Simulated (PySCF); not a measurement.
Species: C₆H₆FP.
Atom-mapped SMILES: `[CH3:1][c:2]1[cH:3][cH:4][cH:5][c:6]([F:7])[p:8]1` (hydrogens: H9, H10, H11 on C1; H12 on C3; H13 on C4; H14 on C5)

Level: CAM-B3LYP/def2-SVPD in PySCF, non-relativistic, on one gas-phase PBE0-D3(BJ)/def2-SVP geometry that isn't relaxed in the solvent. The solvent is an IEF-PCM continuum (Bondi radii, 1.10 Å for H, scaled by 1.2), and excitations are vertical TDDFT with non-equilibrium linear response and a frozen core. Specific hydrogen bonds and non-electrostatic terms are outside this model.

Gas-phase singlets (H = HOMO, L = LUMO):

```tsv
state	E (eV)	λ (nm)	f	leading configurations
S1	4.661	266	0.007	H-1→L 54%, H→L+1 36%
S2	5.042	246	0.096	H→L 80%, H-1→L+1 9%
S3	5.306	234	0.017	H-2→L 98%
S4	5.879	211	0.329	H→L+1 54%, H-1→L 36%
S5	5.995	207	0.000	H-2→L+1 97%
```

Task: How does the list change in benzene (ε = 2.271)?

Result: 
```json
{"state": "S1", "E (eV)": "4.652", "λ (nm)": "267", "f": "0.013", "leading configurations": "H-1→L 56%, H→L+1 34%", "change by rank (eV)": "-0.009"}
{"state": "S2", "E (eV)": "4.928", "λ (nm)": "252", "f": "0.167", "leading configurations": "H→L 84%", "change by rank (eV)": "-0.114"}
{"state": "S3", "E (eV)": "5.281", "λ (nm)": "235", "f": "0.024", "leading configurations": "H-2→L 98%", "change by rank (eV)": "-0.025"}
{"state": "S4", "E (eV)": "5.751", "λ (nm)": "216", "f": "0.456", "leading configurations": "H→L+1 57%, H-1→L 35%", "change by rank (eV)": "-0.128"}
{"state": "S5", "E (eV)": "6.037", "λ (nm)": "205", "f": "0.000", "leading configurations": "H-2→L+1 96%", "change by rank (eV)": "+0.042"}
```

Task: How do the frontier levels move from gas to benzene?

Result: 
| orbital | gas (eV) | solvent (eV) | change (eV) | Löwdin shares, gas | Löwdin shares, solvent |
| --- | --- | --- | --- | --- | --- |
| LUMO+2 | 1.29 | 1.43 | +0.14 | C1 21 %, C3 12 %, C4 10 %, H12 10 % | C1 20 %, C3 12 %, C4 10 %, H12 8 % |
| LUMO+1 | 0.19 | 0.26 | +0.07 | C6 18 %, C2 17 %, C3 17 %, C5 16 % | C6 18 %, C2 18 %, C3 17 %, C5 16 % |
| LUMO | -0.57 | -0.53 | +0.04 | P8 33 %, C4 18 %, C2 16 %, C6 13 % | P8 33 %, C4 18 %, C2 16 %, C6 13 % |
| HOMO | -8.23 | -8.20 | +0.03 | P8 32 %, C4 16 %, C6 16 %, C2 12 % | P8 33 %, C4 16 %, C6 15 %, C2 13 % |
| HOMO-1 | -8.67 | -8.61 | +0.06 | C5 21 %, C2 20 %, C3 18 %, C6 14 % | C5 20 %, C2 19 %, C3 18 %, C6 14 % |
| HOMO-2 | -9.40 | -9.38 | +0.02 | P8 61 %, C6 12 %, C2 11 %, C3 4 % | P8 61 %, C6 12 %, C2 11 %, C3 5 % |
| HOMO-3 | -11.07 | -11.00 | +0.07 | C2 18 %, P8 18 %, C1 13 %, F7 13 % | C2 18 %, P8 18 %, C1 14 %, F7 12 % |

The HOMO–LUMO gap goes from 7.67 to 7.67 eV.

The run took 30 s on Arm Neoverse V2, one thread, shared host, and the process peaked at 1.1 GiB of memory. This is the whole response run at CAM-B3LYP/def2-SVPD in benzene, SCF included.
